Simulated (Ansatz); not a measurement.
Reaction (redistribution): `[CH3][SnH2][SiH2]N` + `NC([SiH3])[SiH2]Cl` → `[CH3][SnH2][SiH2]Cl` + `N[SiH2]C(N)[SiH3]`

Gas-phase electronic energies from Ansatz, PBE0-D4/def2-TZVP geometries. CCSD(T)/CBS is the MP2 limit (def2-TZVPP, def2-QZVPP) plus CCSD(T) − MP2 in def2-TZVPP, frozen cores. DFT in def2-TZVPP. def2 core potentials past Kr. For Sn outer-core shells are correlated without core-valence functions, which leaves a few kJ/mol of doubt a bond. One conformer a species, not always the lowest.

```
             level  ΔE (kcal/mol)  difference from CCSD(T)/CBS
            PBE-D4           -0.6                          0.5
         r2SCAN-D4           -0.7                          0.4
           PBE0-D4           -0.8                          0.3
           ωB97X-V           -1.1                          0.0
           ωB97M-V           -1.1                          0.0
            B2PLYP           -1.0                          0.1
            r2SCAN           -0.8                          0.3
              PBE0           -1.0                          0.1
     HF/def2-TZVPP           -1.6                         -0.5
   CCSD/def2-TZVPP           -1.2                         -0.1
CCSD(T)/def2-TZVPP           -1.1                          0.0
     HF/def2-QZVPP           -1.7                         -0.6
    MP2/def2-QZVPP           -0.9                          0.2
SCS-MP2/def2-QZVPP           -1.0                          0.1
     MP2/CBS(def2)           -0.9                          0.2
    CCSD/CBS(def2)           -1.2                         -0.1
       CCSD(T)/CBS           -1.1                            0
```

Largest T1 diagnostic among the species: 0.012.
